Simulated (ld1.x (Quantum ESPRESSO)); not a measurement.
## rhenium (Re), TM semilocal: configuration errors across variants

* Element: rhenium (Re)
* Generator: ld1.x (Quantum ESPRESSO) 7.5
* Type: norm-conserving Troullier–Martins (semilocal form)
* Functional: PBE
* Relativity: scalar-relativistic
* Frozen core: [Xe] 4f14
* Valence charge: 7
* Reference configuration: 5d5 6s1.5 6p0.5
* Partial waves: 6s (bound): rc 2.70 bohr; 5d (bound): rc 2.10 bohr; 6p (bound): rc 2.75 bohr
* Local potential: the p channel
* Core correction: a·sin(br)/r model core, default radius (core density twice the valence density)

All-electron excitation energies from the reference (eV): (1) 5d5 6s2 6p0 -2.350; (2) 5d5 6s1 6p0 6.898; (3) 5d5 6s0 6p0 23.220; (4) 5d4 6s2 6p0 7.609; (5) 5d3 6s0 6p0 89.705; (6) 5d5 6s0 6p1 12.704; (7) 5d5 6s1 6p1 2.435.

In the semilocal form every listed channel keeps its own potential, so the choice of the local channel does not act on these tests. It acts once the file is put into the separable form.

A semilocal file is local in each channel, so a ghost entry of none says nothing of the separable form that plane-wave codes build from it.

2 further variants failed, have other tests or too few solved ones, and are left out.

Errors AE − PS in meV (a dash: test not solved or not reliable):

```csv
change,(1),(2),(3),(4),(5),(6),(7),bound ghosts
base,0.0,-7.9,-43,-40,-439,-11,-1.4,none
local potential the s channel,0.0,-7.9,-43,-40,-439,-11,-1.4,none
wave 6s (bound): rc 2.70 bohr becomes 6s (bound): rc 3.50 bohr,-1.1,-4.9,-58,+34,-759,-29,-3.2,none
wave 6p (bound): rc 2.75 bohr becomes 6p (bound): rc 2.94 bohr,0.0,-8.1,-42,-39,-434,-13,-1.5,none
```

Task: Give the same row for: wave 5d (bound): rc 2.10 bohr becomes 5d (bound): rc 2.28 bohr.

Result: 0.0, -7.8, -42, -40, -443, -11, -1.3; bound ghosts: none.
